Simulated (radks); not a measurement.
Trend from Mg to Ar: ionisation energy by Delta-SCF between NIST ground configurations, and size. Method: non-relativistic Kohn-Sham, PBE, spin-unpolarised, spherical densities, point nucleus; computed with a radial shooting solver on a logarithmic mesh with Libxc functionals.

species,configuration,configuration of the ion,IE (eV),NIST (eV),kind,r at 0.001 e/bohr^3 (bohr)
Mg,[Ne] 3s2,[Ne] 3s1,7.949,7.646,exp.,4.52
Al,[Ne] 3s2 3p1,[Ne] 3s2,5.771,5.986,exp.,4.55
Si,[Ne] 3s2 3p2,[Ne] 3s2 3p1,7.751,8.152,exp.,4.44
P,[Ne] 3s2 3p3,[Ne] 3s2 3p2,9.742,10.487,exp.,4.27
S,[Ne] 3s2 3p4,[Ne] 3s2 3p3,11.782,10.360,exp.,4.08
Cl,[Ne] 3s2 3p5,[Ne] 3s2 3p4,13.890,12.968,exp.,3.91
Ar,[Ar],[Ne] 3s2 3p5,16.074,15.760,exp.,3.75

Reference values: NIST Atomic Spectra Database (exp. = measured, semi-emp. = semi-empirical, theory = theoretical value adopted there). Spin polarisation and multiplet splitting are left out, so open shells lie too high by an amount that depends on their filling.

Beside tabulated values, note that spin-unpolarised runs miss the spin-polarisation part of the exchange energy of open shells.
